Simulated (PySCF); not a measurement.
# Telling isomers of C5H7F3 apart by NMR

Non-relativistic, one averaged value for each set of equivalent atoms, one computed conformer, in vacuum. NMR shieldings at PBE0/pcSseg-1/GIAO; coordinates at the PBE0-D3(BJ)/def2-SVP level; B3LYP/pcJ-1 coupling constants (spin–dipole term left out of most H,H and C,H couplings); PySCF 2.14.0 with density-fitted response routines.

δ = σ(ref) − σ, references computed at the same level: TMS for $^{1}$H (σref 31.27) and $^{13}$C (σref 184.41). Multiplet labels drop J under 1 Hz and among equivalent protons, and merge close values. Unscaled 3J(H,H) run several per cent high. Vicinal couplings that depend on rotamer populations or ring flexing (ring, CH–CH, X–H and H–F types) are those of the one conformer. One-bond C–F couplings are unscaled and too large by tens of Hz. Shifts are as computed. Against solution values, carbons near 30 ppm lie about +2 ppm off and those near 130 ppm about +5 ppm (rms about the fit 1.9 ppm; single classes can miss by 10 ppm). Of 1328 compounds with measured shifts, 309 miss one by over three times the rms of a fit or turn the order of signals round; such compounds aren't used in these exercises. Signals without a measured value on file couldn't be tested in this way; 1H shifts scatter by 0.2 ppm about their fit, and single ones miss by 0.5 ppm.

Tabulate the signals of `C/C(=C/C(F)F)CF`, `C/C(=C\C(F)F)CF` and their relative energies.

Answers


```json
{"SMILES": "C/C(=C/C(F)F)CF", "carbon types": "1×C 2×CH 1×CH2 1×CH3", "δC": "145.3, 131.1, 113.1, 87.9, 21.0", "δH": "6.88 (td, 1H), 5.70 (m, 1H), 5.02 (m, 2H), 1.66 (m, 3H)", "E rel. (kcal/mol)": "0.8"}
{"SMILES": "C/C(=C\\C(F)F)CF", "carbon types": "1×C 2×CH 1×CH2 1×CH3", "δC": "155.2, 123.0, 114.5, 85.9, 15.7", "δH": "6.17 (td, 1H), 6.06 (m, 1H), 4.76 (m, 2H), 1.92 (m, 3H)", "E rel. (kcal/mol)": "0.0"}
```

Energies are electronic energies at PBE0/pcSseg-1 on these geometries, without zero-point or thermal terms, each for the one conformer computed, which needn't be the lowest.
